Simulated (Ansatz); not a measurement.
Cs$_{2}$, closed-shell singlet (lowest of 2S+1 = 1, 3 at CCSD(T)/def2-TZVPP on PBE0 minima; our sources give no spin for the ground state, which may be another), most abundant isotopes (132.9055 and 132.9055 u). Constants from fifth-degree fits in 1/R to seven points on the lowest solution found; no spin–orbit coupling, no relativity up to Kr; ω_e x_e and α_e move by some per cent with the fit.

Correlated levels freeze the inner cores; with def2 sets outer-core shells near the valence are correlated too.

Programs: Ansatz (Gaussian basis) for Hartree–Fock, density functionals and correlated methods. Values without a source in brackets are computed. In def2 rows elements past Kr take small-core potentials, without spin–orbit coupling.

| level | r_e (Å) | ω_e (cm⁻¹) | ω_e x_e (cm⁻¹) | α_e (cm⁻¹) |
|---|---|---|---|---|
| PBE/def2-TZVPP | 4.7431 | 40.2 | 0.0642 | 2.17e-5 |
| CCSD(T)/def2-QZVPP | 4.6718 | 41.0 | 0.0691 | 2.14e-5 |

Task: Derive the rotational constants, the centrifugal constant, the fundamental, the zero-point energy and the force constant.

Result: 
μ = 66.45273 u.
- PBE/def2-TZVPP: B_e = 16.8576/(μ r_e²) = 0.011276 cm⁻¹; B₀ = B_e − α_e/2 = 0.011265 cm⁻¹; D = 4B_e³/ω_e² = 3.55e-09 cm⁻¹; fundamental ω_e − 2ω_e x_e = 40 cm⁻¹; zero-point energy ω_e/2 − ω_e x_e/4 = 20 cm⁻¹; k = μ(2πcω_e)² = 6.32 N/m
- CCSD(T)/def2-QZVPP: B_e = 16.8576/(μ r_e²) = 0.011623 cm⁻¹; B₀ = B_e − α_e/2 = 0.011612 cm⁻¹; D = 4B_e³/ω_e² = 3.73e-09 cm⁻¹; fundamental ω_e − 2ω_e x_e = 41 cm⁻¹; zero-point energy ω_e/2 − ω_e x_e/4 = 20 cm⁻¹; k = μ(2πcω_e)² = 6.59 N/m

Doubts at one or more of the structures used: a restricted determinant that unrestricted orbitals would lower (CCSD(T)/def2-QZVPP).

Ansatz is a quantum-chemistry and plane-wave program.
